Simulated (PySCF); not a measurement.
An unknown gives this computed stick spectrum. The calculation used TDDFT CAM-B3LYP/def2-SVPD, vertical, gas phase, core orbitals frozen in the response (PySCF 2.14.0, density-fitted response routines). Geometries: GFN2-xTB, one conformer each.

| state | E (eV) | f | main configurations (H = HOMO, L = LUMO) |
| --- | --- | --- | --- |
| S1 | 6.62 | 0.127 | H→L+1 (56%), H→L (37%) |
| S2 | 6.75 | 0.011 | H→L (48%), H→L+1 (38%) |
| S3 | 7.26 | 0.021 | H→L+2 (84%) |
| S4 | 7.58 | 0.0021 | H-1→L+1 (78%), H-1→L (17%) |
| S5 | 7.80 | 0.0085 | H→L+3 (69%), H→L+5 (21%) |
| S6 | 8.32 | 0.025 | H→L+4 (71%), H→L+5 (12%) |
| S7 | 8.43 | 0.0046 | H-2→L+1 (60%), H-2→L (12%) |
| S8 | 8.46 | 0.0085 | H→L+5 (44%), H→L+6 (13%), H→L+4 (12%) |

Question: Which candidate is it? All have the formula C4H4F2O.
A. `FC(F)OC1=CC1`
B. `FC([C@@H]1C[C@H]1F)=O`
C. `O=C(/C(=C\F)C)F`

Answer: A. Its S1, at 6.62 eV, is the highest among the candidates; the nearest of the others has S1 at 6.13 eV. S1 is HOMO→LUMO+1 (56%), HOMO→LUMO (37%). Löwdin shares by element: HOMO carbon 71% or more, oxygen 12% (atoms not listed hold the other 16%); LUMO carbon 59% (atoms not listed hold the other 41%). At the same level the other candidates give, for their lowest levels:
- `C/C(=C/F)C(=O)F`: 5.25 eV (f 0.000); 5.95 eV (f 0.255); 7.58 eV (f 0.006); 7.81 eV (f 0.001); 8.06 eV (f 0.006); T1 3.57 eV; HOMO -9.61, LUMO -0.87 eV
- `O=C(F)[C@@H]1C[C@H]1F`: 6.13 eV (f 0.000); 7.51 eV (f 0.113); 7.91 eV (f 0.155); 8.53 eV (f 0.001); 8.93 eV (f 0.030); T1 5.60 eV; HOMO -10.57, LUMO 0.26 eV

Shape of the structure used: `[F:1][CH:2]([F:3])[O:4][C:5]1=[CH:6][CH2:7]1`: F1–C2–O4–C5 141°, C2–O4–C5–C6 175°.
Triplets come from the Tamm–Dancoff approximation.
